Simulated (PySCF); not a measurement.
# Vibration and rotation of CdTe

PBE constants of CdTe, ³Π (triplet), unpaired electrons σ ↑, π ↑ (basis Cd def2-TZVPPD with ECP28, Te def2-TZVPPD with ECP28; scalar-relativistic core potentials; PySCF 2.14; masses 113.9034 and 129.9062 u):

```
ωe              : 124.8 cm⁻¹
ωexe            : 0.656 cm⁻¹
Be              : 0.034556 cm⁻¹
αe              : 0.000186 cm⁻¹
D (centrifugal) : 1.06e-08 cm⁻¹
De to Cd + Te   : 0.66 eV
```

Q: Give the vibrational terms G(v) and spacings up to v = 6.

A: G(v) = ωe(v+½) − ωexe(v+½)².

| v | G(v) (cm⁻¹) | G(v) − G(v−1) | Bv (cm⁻¹) |
| --- | --- | --- | --- |
| 0 | 62.2 |  | 0.03446 |
| 1 | 185.7 | 123.5 | 0.03428 |
| 2 | 307.9 | 122.2 | 0.03409 |
| 3 | 428.8 | 120.9 | 0.03391 |
| 4 | 548.3 | 119.6 | 0.03372 |
| 5 | 666.6 | 118.2 | 0.03353 |
| 6 | 783.5 | 116.9 | 0.03335 |

Q: How well does the Morse estimate ωe²/(4ωexe) reproduce De, and what is D0?

A: It gives 0.74 eV, 112 % of the computed De. D0 = De − G(0) = 0.66 − 0.01 = 0.65 eV.

These are scalar-relativistic numbers at best; spin–orbit coupling would shift them, the dissociation energy most. The state is the lowest determinant that a PBE0 search found; another state may lie lower at other levels.
